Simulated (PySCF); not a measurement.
Computed shifts of a molecule CH₇F₂NSi₂, PBE/pcSseg-1 run with PySCF, GIAO, gas phase, atoms alike by connectivity averaged where their shifts nearly agree, in ppm (number of nuclei): ¹⁵N: 54.1 (1). ²⁹Si: 9.7 (1), -11.5 (1). ¹⁹F: -147.4 (1), -249.3 (1). ¹³C: 3.3 (1). ¹H: 5.80 (1), 5.62 (1), 5.40 (1), 2.50 (1), 1.69 (1), 0.99 (1), 0.18 (1). References: ¹⁵N against NH3 (σ = 267.0 ppm); ²⁹Si against TMS (σ = 335.4 ppm); ¹⁹F against CFCl3 (σ = 133.6 ppm); ¹³C against TMS (σ = 182.0 ppm); ¹H against TMS (σ = 31.49 ppm), references at their B3LYP-D3(BJ)/def2-TZVP geometries, non-relativistic. The structure is a stationary point at PBE0-D3(BJ)/def2-SVP. Other conformers were not sampled.

Question: Which structure fits?
(A) N[C@@H]([SiH3])[SiH](F)F
(B) FC[SiH2]N[SiH2]F
(C) N[Si@H](F)C[SiH2]F
(D) N[Si@@H]([SiH3])C(F)F

Answer: C, N[Si@H](F)C[SiH2]F
